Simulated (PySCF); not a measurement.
SMILES Br[SiH2][SiH2]C (CH7BrSi2), GFN2-xTB optimised geometry.

```
11

C      1.28    -1.54    -0.49
Si     0.69     0.19     0.00
Si    -1.63     0.19     0.00
Br    -2.37     2.30     0.00
H      2.37    -1.59    -0.49
H      0.94    -1.82    -1.48
H      0.93    -2.30     0.21
H      1.23     1.17    -0.95
H      1.21     0.52     1.33
H     -2.29    -0.36     1.18
H     -2.30    -0.37    -1.17
```

Density from B3LYP/def2-TZVP in PySCF at that geometry.

Minimum of the electron density along straight lines between bonded atoms, close to the bond critical point (lines longer than 1.1 times the sum of covalent radii, or with two minima, are not listed):

```
bond     length / Å  ρ at the minimum / e bohr⁻³  ∇²ρ there / e bohr⁻⁵  position (fraction from the first atom)
-------  ----------  ---------------------------  --------------------  ---------------------------------------
C1–Si2        1.895                        0.117                  0.15                                     0.61
Si2–Si3       2.314                        0.099                 -0.17                                     0.38
Si3–Br4       2.237                        0.086                  0.08                                     0.35
C1–H5         1.086                        0.277                 -0.93                                     0.64
C1–H6         1.087                        0.276                 -0.93                                     0.64
C1–H7         1.087                        0.276                 -0.93                                     0.64
Si2–H8        1.469                        0.124                  0.17                                     0.49
Si2–H9        1.469                        0.123                  0.17                                     0.49
Si3–H10       1.462                        0.126                  0.18                                     0.49
Si3–H11       1.463                        0.126                  0.18                                     0.49
```
